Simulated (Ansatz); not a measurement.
Ansatz (a quantum-chemistry and plane-wave program) job for C₂H₆BrIn, SMILES C[CH2][InH][Br], PBE0-D3(BJ)/def2-SVP. 

Ansatz 0.2 input:
```yaml
crystal:
  periodic: [false, false, false]
  atoms:
    - {symbol: In, position_ang: [-0.25299851, -0.52229188, -0.16845533]}
    - {symbol: H, position_ang: [-0.99203961, -1.96595694, 0.49276523]}
    - {symbol: Br, position_ang: [0.44695125, 1.05852067, 1.62626827]}
    - {symbol: C, position_ang: [0.09939141, 0.00396744, -2.33220118]}
    - {symbol: C, position_ang: [-0.35993122, -1.09151539, -3.27745008]}
    - {symbol: H, position_ang: [1.17063330, 0.19898678, -2.42585845]}
    - {symbol: H, position_ang: [-0.43427892, 0.94121340, -2.50831527]}
    - {symbol: H, position_ang: [-1.42740907, -1.28566811, -3.16365352]}
    - {symbol: H, position_ang: [0.17689957, -2.02243554, -3.08951234]}
    - {symbol: H, position_ang: [-0.17693311, -0.79677315, -4.31259658]}
basis:
  gaussian:
    orbitals: def2-SVP
hamiltonian:
  xc: pbe0
  dispersion: d3bj
relax: {f_tol: 0.002, max_steps: 200}
```

It prints:

```
WARN ansatz: RAYON_NUM_THREADS=1 ignored (pool sized by the plan → 1); use --threads N
Functional definition: PBE0
integrals: 0.08 GiB planned
1349 factors; integrals over basis functions are off by at most 3.7e-4 eV
mean field: 0.66 GiB planned
mean field evaluation 1: about -77365.2615 eV, gradient 5.1e1 eV
mean field evaluation 2: about -77358.2436 eV, gradient 6.9e1 eV
mean field evaluation 4: about -77372.1697 eV, gradient 3.8e0 eV
mean field evaluation 8: about -77372.2265 eV, gradient 9.0e-2 eV
mean field evaluation 16: about -77372.2265 eV, gradient 1.2e-5 eV
mean field -77372.22651294 eV, -2843.3768795718 hartree, gradient 1.2e-5 eV, S^2 0.000000; 0 other end points of the search recorded, 0 dependent functions left out
the calculation of the forces begins
reference -77372.22654842 eV, -2843.3768808756 hartree; 37, 37 occupied and 79, 79 virtual orbitals, 1349 factors
relax step   1: F+E_penalty+E_count = -77372.40676705 eV  Δ(F+E_penalty+E_count) = +0.000e0 eV  max|allowed force component| = 9.132e-1 eV/Å  Δτ_max = 0.0000 Å  (26 SCF iters, accepted)
these checks for a lower state are left out or cut short: starts, cluster_reference, orbital_swaps, neighbouring_geometries, increment
integrals: 0.08 GiB planned
1349 factors; integrals over basis functions are off by at most 3.8e-4 eV
mean field: 0.66 GiB planned
mean field -77372.28089654 eV, -2843.3788781323 hartree, gradient 2.6e-5 eV, S^2 0.000000; 0 other end points of the search recorded, 0 dependent functions left out
the calculation of the forces begins
reference -77372.28093189 eV, -2843.3788794312 hartree; 37, 37 occupied and 79, 79 virtual orbitals, 1349 factors
relax step   2: F+E_penalty+E_count = -77372.46489622 eV  Δ(F+E_penalty+E_count) = -5.813e-2 eV  max|allowed force component| = 3.722e-1 eV/Å  Δτ_max = 0.1349 Å  (27 SCF iters, accepted)
these checks for a lower state are left out or cut short: starts, cluster_reference, orbital_swaps, neighbouring_geometries, increment
integrals: 0.08 GiB planned
1349 factors; integrals over basis functions are off by at most 3.9e-4 eV
mean field: 0.66 GiB planned
mean field -77372.29614348 eV, -2843.3794384471 hartree, gradient 8.1e-5 eV, S^2 0.000000; 0 other end points of the search recorded, 0 dependent functions left out
the calculation of the forces begins
reference -77372.29617886 eV, -2843.3794397470 hartree; 37, 37 occupied and 79, 79 virtual orbitals, 1349 factors
relax step   3: F+E_penalty+E_count = -77372.47936037 eV  Δ(F+E_penalty+E_count) = -1.446e-2 eV  max|allowed force component| = 8.478e-2 eV/Å  Δτ_max = 0.0946 Å  (24 SCF iters, accepted)
these checks for a lower state are left out or cut short: starts, cluster_reference, orbital_swaps, neighbouring_geometries, increment
integrals: 0.08 GiB planned
1349 factors; integrals over basis functions are off by at most 4.0e-4 eV
mean field: 0.66 GiB planned
mean field evaluation 32: about -77372.2991 eV, gradient 3.6e-5 eV
mean field -77372.29907781 eV, -2843.3795462817 hartree, gradient 8.5e-5 eV, S^2 0.000000; 0 other end points of the search recorded, 0 dependent functions left out
the calculation of the forces begins
reference -77372.29911316 eV, -2843.3795475805 hartree; 37, 37 occupied and 79, 79 virtual orbitals, 1349 factors
relax step   4: F+E_penalty+E_count = -77372.48222498 eV  Δ(F+E_penalty+E_count) = -2.865e-3 eV  max|allowed force component| = 6.948e-2 eV/Å  Δτ_max = 0.0670 Å  (24 SCF iters, accepted)
these checks for a lower state are left out or cut short: starts, cluster_reference, orbital_swaps, neighbouring_geometries, increment
integrals: 0.08 GiB planned
1349 factors; integrals over basis functions are off by at most 4.0e-4 eV
mean field: 0.66 GiB planned
mean field -77372.29950964 eV, -2843.3795621509 hartree, gradient 8.5e-5 eV, S^2 0.000000; 0 other end points of the search recorded, 0 dependent functions left out
the calculation of the forces begins
reference -77372.29954497 eV, -2843.3795634496 hartree; 37, 37 occupied and 79, 79 virtual orbitals, 1349 factors
relax step   5: F+E_penalty+E_count = -77372.48315903 eV  Δ(F+E_penalty+E_count) = -9.341e-4 eV  max|allowed force component| = 8.162e-2 eV/Å  Δτ_max = 0.0323 Å  (25 SCF iters, accepted)
these checks for a lower state are left out or cut short: starts, cluster_reference, orbital_swaps, neighbouring_geometries, increment
integrals: 0.08 GiB planned
1349 factors; integrals over basis functions are off by at most 4.0e-4 eV
mean field: 0.66 GiB planned
mean field -77372.30007507 eV, -2843.3795829301 hartree, gradient 1.5e-5 eV, S^2 0.000000; 0 other end points of the search recorded, 0 dependent functions left out
the calculation of the forces begins
reference -77372.30011047 eV, -2843.3795842311 hartree; 37, 37 occupied and 79, 79 virtual orbitals, 1349 factors
relax step   6: F+E_penalty+E_count = -77372.48338557 eV  Δ(F+E_penalty+E_count) = -2.265e-4 eV  max|allowed force component| = 1.959e-2 eV/Å  Δτ_max = 0.0235 Å  (23 SCF iters, accepted)
these checks for a lower state are left out or cut short: starts, cluster_reference, orbital_swaps, neighbouring_geometries, increment
integrals: 0.08 GiB planned
1349 factors; integrals over basis functions are off by at most 4.0e-4 eV
mean field: 0.66 GiB planned
mean field -77372.30006034 eV, -2843.3795823889 hartree, gradient 2.0e-5 eV, S^2 0.000000; 0 other end points of the search recorded, 0 dependent functions left out
the calculation of the forces begins
reference -77372.30009571 eV, -2843.3795836888 hartree; 37, 37 occupied and 79, 79 virtual orbitals, 1349 factors
relax step   7: F+E_penalty+E_count = -77372.48352230 eV  Δ(F+E_penalty+E_count) = -1.367e-4 eV  max|allowed force component| = 4.928e-3 eV/Å  Δτ_max = 0.0093 Å  (22 SCF iters, accepted)
these checks for a lower state are left out or cut short: starts, cluster_reference, orbital_swaps, neighbouring_geometries, increment
integrals: 0.08 GiB planned
1349 factors; integrals over basis functions are off by at most 4.0e-4 eV
mean field: 0.66 GiB planned
mean field -77372.30003407 eV, -2843.3795814234 hartree, gradient 4.4e-5 eV, S^2 0.000000; 0 other end points of the search recorded, 0 dependent functions left out
the calculation of the forces begins
reference -77372.30006944 eV, -2843.3795827233 hartree; 37, 37 occupied and 79, 79 virtual orbitals, 1349 factors
relax step   8: F+E_penalty+E_count = -77372.48350547 eV  Δ(F+E_penalty+E_count) = +1.682e-5 eV  max|allowed force component| = 1.251e-2 eV/Å  Δτ_max = 0.0027 Å  (20 SCF iters, rejected (line search))
these checks for a lower state are left out or cut short: starts, cluster_reference, orbital_swaps, neighbouring_geometries, increment
integrals: 0.08 GiB planned
1349 factors; integrals over basis functions are off by at most 4.0e-4 eV
mean field: 0.66 GiB planned
mean field -77372.30005234 eV, -2843.3795820950 hartree, gradient 2.7e-5 eV, S^2 0.000000; 0 other end points of the search recorded, 0 dependent functions left out
the calculation of the forces begins
reference -77372.30008771 eV, -2843.3795833949 hartree; 37, 37 occupied and 79, 79 virtual orbitals, 1349 factors
relax step   9: F+E_penalty+E_count = -77372.48352640 eV  Δ(F+E_penalty+E_count) = -4.103e-6 eV  max|allowed force component| = 9.324e-4 eV/Å  Δτ_max = 0.0013 Å  (19 SCF iters, accepted)
integrals: 0.08 GiB planned
1349 factors; integrals over basis functions are off by at most 4.0e-4 eV
mean field: 0.66 GiB planned
mean field evaluation 64: about -77372.2537 eV, gradient 3.3e0 eV
mean field -77372.30005234 eV, -2843.3795820950 hartree, gradient 2.7e-5 eV, S^2 0.000000; 1 other end points of the search recorded, 0 dependent functions left out
the calculation of the forces begins
reference -77372.30008771 eV, -2843.3795833949 hartree; 37, 37 occupied and 79, 79 virtual orbitals, 1349 factors
Total energy: -77372.48356177 eV, -2843.3863259421 hartree
Atom 0 at    -0.294004    -0.609821    -0.192199 Å, force     0.000189    -0.000558     0.000123 eV/Å
Atom 1 at    -0.990496    -1.959887     0.619942 Å, force     0.000291     0.000499    -0.000238 eV/Å
Atom 2 at     0.496174     1.155190     1.419932 Å, force    -0.000272     0.000027    -0.000068 eV/Å
Atom 3 at     0.070172    -0.053168    -2.249902 Å, force    -0.000932    -0.000489     0.000502 eV/Å
Atom 4 at    -0.349925    -1.070992    -3.300512 Å, force     0.000218     0.000148    -0.000126 eV/Å
Atom 5 at     1.147870     0.172101    -2.304502 Å, force     0.000625     0.000082    -0.000159 eV/Å
Atom 6 at    -0.444935     0.912080    -2.385538 Å, force     0.000119     0.000382    -0.000164 eV/Å
Atom 7 at    -1.429219    -1.287229    -3.263414 Å, force    -0.000292     0.000047     0.000010 eV/Å
Atom 8 at     0.175635    -2.031786    -3.183598 Å, force    -0.000025    -0.000222    -0.000009 eV/Å
Atom 9 at    -0.130987    -0.708441    -4.319220 Å, force     0.000078     0.000083     0.000130 eV/Å
Dipole moment:    -0.156491    -0.374618    -0.594305 e Å
```

The run converged.
